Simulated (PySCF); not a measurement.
**Core-level binding energies of ZnBr2(NH3)2**

Compound: ZnBr2(NH3)2 (singlet state).
Z-matrix (Å and degrees, PBE0-D3(BJ)/def2-SVP geometry), rows numbered from 1:
```
Zn
Br  1  2.3379
Br  1  2.3500  2  138.83
N   1  2.1198  2  103.28  3  -119.73
H   4  1.0215  1  103.77  2    55.68
H   4  1.0197  1  119.17  2   -62.67
H   4  1.0209  1  110.15  2   169.96
N   1  2.1164  2  104.17  3   122.48
H   8  1.0202  1  113.21  2   168.80
H   8  1.0199  1  115.83  2    41.29
H   8  1.0210  1  104.13  2   -75.93
```

Theory: delta-SCF UKS SCAN, pcX-2 on the ionised atom (unc-x2c-TZVPall on a metal), pcseg-1 elsewhere, spin-free X2C in PySCF. These are vertical core ionisation energies against the vacuum level, from separate self-consistent calculations with and without the core hole.

Question: Give the core binding energies atom by atom.

Answer: 
```csv
atom(s),bonded to,level,binding energy (eV),2p1/2 (eV),count
Zn1,2 N and 2 Br,Zn 2p3/2,1025.87,1050.01,1
N4/N8,3 H and Zn,N 1s,407.09,–,2
```

Question: Which photon wavelength matches the Zn 2p3/2 of Zn1 threshold?

Answer: λ = hc/E = 12398.42 eV Å / 1025.87 eV = 12.086 Å.

Atoms equivalent by their bonding share one computed value, that of the first of them. For 2p shells one spin-free hole was relaxed; a mean-field spin–orbit operator and the ground-state splitting of the three 2p orbitals were then diagonalised within the shell. The shell's mean is (2 × 2p3/2 + 2p1/2)/3, and the degeneracies 2j + 1 give areas of 2:1. 2p1/2 minus 2p3/2 (ligand field included): Zn 24.14 eV. Satellites of the metal's 2p lines aren't described. No level of bromine is listed. Isolated species at its PBE0-D3(BJ)/def2-SVP geometry, gas phase. Metal 2p energies of this one-determinant scheme are less reliable than its 1s energies.

The run took 23 s on Arm Neoverse V1, one thread, no GPU, shared host with 32 logical CPUs at a one-minute load of 26, and the process peaked at 0.64 GiB of memory.
